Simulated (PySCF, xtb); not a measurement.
HNP, SMILES P#[NH+], charge +1.

GFN2-xTB (xtb) at its own geometry gives an orbital gap of 4.97 eV.

Coordinates come from a ωB97X-D3(BJ)/def2-TZVPD optimisation. The isomer is the one that the SMILES or the coordinates give; other isomers of the formula were not compared.

### Question
What does PBE/def2-TZVPD run with PySCF give? (Estimate from the structure and the level; the computed values follow.)

### Answer
gap 5.75 eV (levels -16.42 and -10.67 eV).
